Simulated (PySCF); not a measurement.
BrHOS₂W, SMILES [O]=[W](=[S])([SH])[Br], multiplicity 1. The structure is a stationary point at B3LYP-D3(BJ)/def2-SVP. The spin state was assumed, not searched. The def2 effective core potentials stand for the cores of W; spin–orbit coupling is left out. One conformer was computed; it need not be the lowest.

Problem. Give the equilibrium geometry at B3LYP-D3(BJ)/def2-SVP (PySCF confirms it by a frequency run) as Cartesian coordinates in Å. (Estimate from the structure and the level; the computed values follow.)

Solution. Several could match; the one computed here: 
```xyz
6

W      0.1785    -0.3329    -0.0514
O      1.2009    -0.8904    -1.2965
S      1.1262    -0.6214     1.8451
Br    -0.3297     2.0204    -0.4055
S     -1.7192    -1.6989     0.0118
H     -1.7904    -1.8351    -1.3380
```
Charge 0, spin multiplicity 1.
